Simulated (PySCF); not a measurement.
**Vibration and rotation of LaB**

UHF-CCSD(T) constants of LaB, quintet, about 0.0 electrons in the 4f shell (Mulliken) (basis La x2c-SVPall, B x2c-SVPall; spin-free X2C with a Gaussian nucleus; PySCF 2.14; masses 138.9063 and 11.0093 u):

| Item | Value |
| --- | --- |
| ωe | 543.7 cm⁻¹ |
| ωexe | 2.42 cm⁻¹ |
| Be | 0.29974 cm⁻¹ |
| αe | 0.00167 cm⁻¹ |

(1) What force constant and bond length do these constants imply?

(2) Estimate the centrifugal constant D from the Kratzer relation and find the Dunham coefficient a1.

Correlated steps freeze 19 core orbitals. Spin–orbit coupling is left out, which matters for elements this heavy, above all for dissociation energies. With d or f electrons several states lie close, and the lowest PBE0 determinant need not be the measured ground state.

Results:

(1) Reduced mass μred = 10.201 u; k = 5.8918×10⁻⁷·μred·ωe² (u, cm⁻¹, mdyn/Å) = 1.78 mdyn/Å; Re = √(16.8576/(μred·Be)) (u, cm⁻¹, Å) = 2.348 Å.

(2) D = 4Be³/ωe² = 3.64e-07 cm⁻¹; a1 = −1 − αeωe/(6Be²) = -2.68.
